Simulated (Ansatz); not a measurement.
`[NH2][In]([F])[F]` + CH₃OH → `C[O][In]([NH2])[F]` + H–F at 500 K and 1 bar (ligand exchange at the In–F bond).

Program: Ansatz. Geometries: PBE0-D4/def2-TZVP. ΔE: electronic, gas phase. CCSD(T)/CBS is the MP2 limit (def2-TZVPP, def2-QZVPP) plus CCSD(T) − MP2 in def2-TZVPP, frozen cores. This one scheme is used for every species. def2 core potentials past Kr. For In outer-core shells are correlated without core-valence functions, which leaves a few kJ/mol of doubt a bond. Each species was taken in one conformer, which may not be the lowest.

```json
{"species": "`[NH2][In]([F])[F]`", "CCSD(T)/CBS energy (Eh)": "-445.37255", "H − E (kJ/mol)": "112.6", "S (J/(mol·K))": "384.0"}
{"species": "CH₃OH", "CCSD(T)/CBS energy (Eh)": "-115.61712", "H − E (kJ/mol)": "157.0", "S (J/(mol·K))": "265.4"}
{"species": "`C[O][In]([NH2])[F]`", "CCSD(T)/CBS energy (Eh)": "-460.58406", "H − E (kJ/mol)": "229.5", "S (J/(mol·K))": "457.1"}
{"species": "H–F", "CCSD(T)/CBS energy (Eh)": "-100.39570", "H − E (kJ/mol)": "39.4", "S (J/(mol·K))": "188.7"}
```

H − E and S are ideal-gas, rigid-rotor, harmonic terms from PBE0-D4/def2-TZVP, for one conformer and one mirror image of each species. 1 Eh = 2625.50 kJ/mol, R = 8.31446 J/(mol·K).

Task: By hand: ΔE, ΔH, ΔS and ΔG.

Result: ΔE = (-460.58406) + (-100.39570) − (-445.37255) − (-115.61712) = 0.00991 Eh = 26.0 kJ/mol. Δ(H − E) = 229.5 + 39.4 − 112.6 − 157.0 = -0.7, so ΔH = 25.3 kJ/mol. ΔS = 457.1 + 188.7 − 384.0 − 265.4 = -3.6 J/(mol·K). ΔG = 25.3 − 500 × (-3.6)/1000 = 27.1 kJ/mol.

Task: By hand: the equilibrium constant, and the temperature at which ΔG would vanish if ΔH and ΔS stayed fixed.

Result: log₁₀ K = −ΔG/(RT ln 10) = -2.8. ΔH and −TΔS have one sign here, so there is no such temperature.

The number of gas molecules stays the same, so ΔS is small and ΔH decides. A doubt of 5 kJ/mol in ΔE shifts log₁₀ K by 0.5 here. Other conformers and mirror images would add mixing entropy, several J/(mol·K) or more a flexible species. Modes under 60 cm⁻¹, often nearly free rotors, make the harmonic entropy too high. These are equilibria of isolated gas molecules and say nothing of rates. Largest T1 diagnostic: 0.016 (customary marks: 0.02 for closed shells, 0.045 for open ones).

ΔS is within the doubt of such terms, so its sign, and with it that verdict, could turn.
